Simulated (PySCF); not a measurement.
Point-charge models of `CN[SiH](NC)C` against its computed dipole.

Coordinates (GFN2-xTB, Å) and charges (e) from the PBE0/pcSseg-1 density (PySCF):

```tsv
atom	x	y	z	Mulliken	IAO	Hirshfeld	ESP-fitted
C1	-2.648	-0.545	-0.143	-0.1017	-0.2946	-0.0702	+0.0509
N2	-1.329	-0.379	-0.699	-0.6896	-0.6821	-0.2501	-0.7790
Si3	0.088	-0.347	0.281	+0.9673	+1.1473	+0.4112	+0.8951
C4	-0.155	1.019	1.586	-0.6576	-0.7562	-0.2250	-0.5691
N5	1.336	-0.114	-0.885	-0.6895	-0.6824	-0.2524	-0.7955
C6	2.718	0.030	-0.504	-0.0995	-0.2958	-0.0705	+0.0383
H7	-3.400	-0.177	-0.845	+0.1109	+0.1392	+0.0402	+0.0510
H8	-2.717	0.035	0.773	+0.1098	+0.1400	+0.0437	+0.0529
H9	-2.881	-1.589	0.095	+0.0985	+0.1172	+0.0309	+0.0207
H10	-1.244	-0.864	-1.581	+0.1864	+0.2529	+0.1102	+0.3400
H11	0.452	-1.597	0.977	-0.1378	-0.1910	-0.1043	-0.1798
H12	-0.550	1.930	1.141	+0.1357	+0.1538	+0.0383	+0.1411
H13	0.788	1.270	2.064	+0.1339	+0.1528	+0.0380	+0.1245
H14	-0.841	0.713	2.371	+0.1313	+0.1510	+0.0369	+0.1231
H15	1.114	0.453	-1.690	+0.1848	+0.2518	+0.1096	+0.3461
H16	2.927	-0.656	0.313	+0.1094	+0.1413	+0.0433	+0.0525
H17	2.965	1.045	-0.167	+0.0973	+0.1158	+0.0302	+0.0344
H18	3.369	-0.220	-1.344	+0.1104	+0.1390	+0.0401	+0.0528
```

Task: Compute μ = Σ q r for each scheme (1 e·Å = 4.803 D) and compare with the dipole of the full density.

Result: The full density gives (-0.18, 0.40, -0.48) D, 0.65 D in size; dipole vectors point from the negative to the positive end.

```
    scheme     μx     μy     μz  size (D)  share of the full size (%)  angle to the full dipole (°)
  Mulliken   0.17  -0.54   1.24      1.36                         209                           161
       IAO   0.06  -0.43   0.35      0.56                          86                           165
 Hirshfeld  -0.08  -0.01  -0.44      0.45                          69                            41
ESP-fitted  -0.17   0.42  -0.37      0.59                          90                             8
```

Task: Which set comes closest?

Result: Length of the difference vector: ESP-fitted 0.11 D, Hirshfeld 0.43 D, IAO 1.20 D, Mulliken 1.98 D. Closest: ESP-fitted. The schemes that divide the density aren't constrained to reproduce the dipole.

Task: What is left for the Hirshfeld atoms' own dipoles?

Result: The shares of the density sum to the whole, so what Σ q r misses lies in dipoles about the nuclei. The atomic dipoles sum to (-0.18, 0.40, -0.48) − (-0.08, -0.01, -0.44) = (-0.10, 0.41, -0.04) D, 0.43 D in size.

Task: With the origin at the mean of the coordinates, (0.000, 0.000, 0.097) Å, which are the largest single terms, by size, of the Mulliken dipole along the direction of the full one?

Result: N2 -2.39, Si3 -1.74, C4 +1.33, H11 +1.17, H15 +1.14 D; all 18 atoms together -1.29 D. The single terms depend on the origin, their sum doesn't.

Task: Give the size of the full dipole in other units.

Result: 0.65 D = 0.255 au = 0.135 e·Å = 2.17 × 10⁻³⁰ C·m.

Geometry: GFN2-xTB, one conformer, isolated molecule.

The values belong to the conformer `[CH3:1][NH:2][SiH:3]([CH3:4])[NH:5][CH3:6]`: C1–N2–Si3–C4 -55°, N2–Si3–N5–C6 177°.
